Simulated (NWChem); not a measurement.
# Atomisation of C2H3AlCl2

```
C
C 1 1.3450
H 2 1.0967 1 122.15
H 2 1.0976 3 115.53 1 180.00
H 1 1.0989 2 117.43 3 180.00
Al 1 1.9286 5 120.27 2 180.00
Cl 6 2.1036 1 121.96 5 0.00
Cl 6 2.1065 1 120.06 5 180.00
```
Charge 0, spin multiplicity 1.

Program: NWChem. The geometry was optimised at B3LYP/def2-SVP, a minimum by its harmonic frequencies. It is one conformer; others weren't searched.

Basis set: def2-TZVP. The atomisation energy is electronic alone: no zero-point, thermal, spin-orbit or counterpoise terms. No value is extrapolated to the basis-set limit. Free atoms are single determinants with multiplicities Al 2, Cl 2, C 3, H 2.

B3LYP has NWChem's definition, with VWN1-RPA local correlation. The structure started from a generated list of species. The stability of the SCF solutions was not checked.

Problem. For the atomisation energy, BHandHLYP gives 703.4 kcal/mol and PBE0 gives 730.6 kcal/mol. What do B3LYP, PBE, M06-2X give?

Solution. B3LYP: 718.7 kcal/mol; PBE: 740.0 kcal/mol; M06-2X: 733.4 kcal/mol.
